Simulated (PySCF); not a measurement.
A mixed set of molecules.

All values: wB97X-D/def2-SVPD (PySCF) at PBE0-D3(BJ)/def2-SVP geometries, gas phase, one conformer each. Core orbitals are frozen in the response; Δα² is half the sum of the squared differences of the principal polarisabilities. Atoms past krypton carry effective core potentials. The calculation is non-relativistic apart from the core potentials, for germanium and bromine too.

Question: Rank by mean static polarisability, lowest first.
A. `C1CCC2(CC1)CC2`
B. `C=CC1CCCCC1`
C. `[H][Si]([H])([H])NC`
D. `[H][Sn]([H])([H])[Br]`
E. `C=CC(=C)C(C)=S`

Answer: C (7.48 Å³), D (9.47 Å³), A (13.29 Å³), B (14.01 Å³), E (14.39 Å³).

Question: Rank by vertical ionisation energy (ΔSCF), lowest first.
A. `FC(F)(F)[SiH2]C(Cl)(Cl)Cl`
B. `C=CC1CCCCC1`
C. `C=CC(=C)C(C)=S`
D. `[H][Sn]([H])([H])[Br]`
E. `[CH3][Ge]([CH3])([CH3])[Br]`
F. `C1CCC2(CC1)CC2`

Answer: C (8.43 eV), B (9.33 eV), F (9.47 eV), E (9.93 eV), D (10.53 eV), A (10.99 eV).

Question: Rank by polarisability anisotropy Δα, highest first.
A. `[CH2:1]=[CH:2][C:3](=[CH2:4])[C:5]([CH3:6])=[S:7]` with C1–C2–C3–C4 176°, C2–C3–C5–C6 127°
B. `[CH2:1]1[CH2:2][CH2:3][C:4]2([CH2:5][CH2:6]1)[CH2:7][CH2:8]2` with C6–C1–C2–C3 -55°, C1–C2–C3–C4 54°, C2–C3–C4–C5 -54°, C3–C4–C5–C6 54° (spiro(2.5)octane)
C. `FC(F)(F)[SiH2]C(Cl)(Cl)Cl`
D. `[CH2:1]=[CH:2][CH:3]1[CH2:4][CH2:5][CH2:6][CH2:7][CH2:8]1` with C1–C2–C3–C4 -118°, C2–C3–C4–C5 -178°, C3–C4–C5–C6 55°, C4–C5–C6–C7 -55°, C5–C6–C7–C8 55°
E. SiH3(NHMe), `[H][Si]([H])([H])NC`
F. `[Br][SnH3]` (SnBrH3)

Answer: A (6.13 Å³), D (4.48 Å³), F (2.87 Å³), B (2.26 Å³), E (1.56 Å³), C (1.13 Å³).

All values together:

| SMILES | formula | μ (D) | HOMO (eV) | LUMO (eV) | α (Å³) | Δα (Å³) | electrons | α per electron (Å³) | ΔSCF removal energy (eV) |
| --- | --- | --- | --- | --- | --- | --- | --- | --- | --- |
| [H][Si]([H])([H])NC | CH7NSi | 1.21 | -8.58 | 2.04 | 7.48 | 1.56 | 34 | 0.220 | – |
| C=CC1CCCCC1 | C8H14 | 0.51 | -9.15 | 2.19 | 14.01 | 4.48 | 62 | 0.226 | 9.33 |
| FC(F)(F)[SiH2]C(Cl)(Cl)Cl | C2H2Cl3F3Si | 1.66 | -10.79 | 0.42 | 13.79 | 1.13 | 106 | 0.130 | 10.99 |
| [H][Sn]([H])([H])[Br] | BrH3Sn | 2.52 | -10.02 | 0.34 | 9.47 | 2.87 | 88 | 0.108 | 10.53 |
| [CH3][Ge]([CH3])([CH3])[Br] | C3H9BrGe | 3.03 | -9.62 | 1.73 | 13.23 | 1.56 | 94 | 0.141 | 9.93 |
| C=CC(=C)C(C)=S | C6H8S | 2.70 | -8.23 | -0.59 | 14.39 | 6.13 | 60 | 0.240 | 8.43 |
| C1CCC2(CC1)CC2 | C8H14 | 0.21 | -9.37 | 2.41 | 13.29 | 2.26 | 62 | 0.214 | 9.47 |

Conformers: `[CH2:1]=[CH:2][CH:3]1[CH2:4][CH2:5][CH2:6][CH2:7][CH2:8]1` with C1–C2–C3–C4 -118°, C2–C3–C4–C5 -178°, C3–C4–C5–C6 55°, C4–C5–C6–C7 -55°, C5–C6–C7–C8 55°; `[CH2:1]=[CH:2][C:3](=[CH2:4])[C:5]([CH3:6])=[S:7]` with C1–C2–C3–C4 176°, C2–C3–C5–C6 127°; `[CH2:1]1[CH2:2][CH2:3][C:4]2([CH2:5][CH2:6]1)[CH2:7][CH2:8]2` with C6–C1–C2–C3 -55°, C1–C2–C3–C4 54°, C2–C3–C4–C5 -54°, C3–C4–C5–C6 54°.

A dash marks a removal energy that wasn't run or isn't settled.

By how much does the ΔSCF value exceed −ε(HOMO) over the species that have both?

By 0.10 to 0.51 eV, 0.25 eV on average, over 6 species.
